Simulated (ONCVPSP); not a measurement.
## Plane-wave convergence, ONCV potential for carbon (C)

C, optimised norm-conserving Vanderbilt (ONCV), made with ONCVPSP 4.0.1 (PBE, scalar-relativistic). Core [He], reference 2s2 2p2. Waves: 2s: rc 1.35 bohr, ncon 4, nbas 7, qcut 4.5 1/bohr, 2 projectors, debl 1 Ha; 2p: rc 2.50 bohr, ncon 4, nbas 8, qcut 4.9 1/bohr, 2 projectors, debl 2.3 Ha; d scattering state at 0.21 Ha: rc 2.55 bohr, ncon 4, nbas 7, qcut 4.2 1/bohr, 2 projectors, debl 0.9 Ha. Local part: polynomial inside 1.20 bohr (lpopt 5, dvloc0 2 Ha). Core correction: Teter function, fcfact 6, rcfact 1.35.

Q: For each optimised wave give the share of its norm inside rc, the residual kinetic energy above qcut (Ha) and the cutoffs (Ha) for errors of 10, 1, 0.1 and 0.01 mHa per electron.

A:

```tsv
wave	norm inside rc	residual KE	10 mHa	1 mHa	0.1 mHa	0.01 mHa
2s	0.436	4.9e-03	7.8	31.3	63.0	75.3
s projector 2	0.132	3.2e-03	6.3	13.4	44.1	86.9
2p	0.800	1.6e-05	6.9	9.0	10.8	13.9
p projector 2	0.209	8.9e-04	9.5	12.0	36.5	44.6
d projector 1	0.059	2.3e-06	1.0	2.9	5.3	7.5
d projector 2	0.366	2.2e-04	4.9	7.5	9.7	22.7
```

The occupied waves need 31 Ha and 63 Ha for 1 and 0.1 mHa. Its largest configuration-test error is +1554 meV.
